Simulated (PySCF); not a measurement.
## Ionisation energy of Cu by level of theory

Cu [Ar] 3d10 4s1 (2S) → Cu⁺ [Ar] 3d10 (1S), as a difference of total energies. All numbers are calculated (PySCF 2.14, scalar relativity by spin-free X2C-1e, in x2c-SVPall (5s3p3d1f, 36 functions)). Correlated levels: valence: [Ar] frozen. The calculations carry no spin-orbit coupling.

```json
{"method": "UHF", "ionisation energy (eV)": "6.561"}
{"method": "BP86", "ionisation energy (eV)": "8.406"}
{"method": "r2SCAN", "ionisation energy (eV)": "8.150"}
{"method": "MP2 (valence)", "ionisation energy (eV)": "7.149"}
{"method": "SCS-MP2 (valence)", "ionisation energy (eV)": "7.070"}
{"method": "CCSD (valence)", "ionisation energy (eV)": "7.080"}
{"method": "CCSD(T) (valence)", "ionisation energy (eV)": "7.185"}
```

Q: How much does correlation contribute at CCSD(T) (valence)?

A: 7.185 − (6.561) = 0.624 eV, measured against UHF.

Errors of the correlated levels include the incompleteness of this basis and the frozen core.

For comparison: 7.726 eV (measured; NIST Atomic Spectra Database, ionization energies).
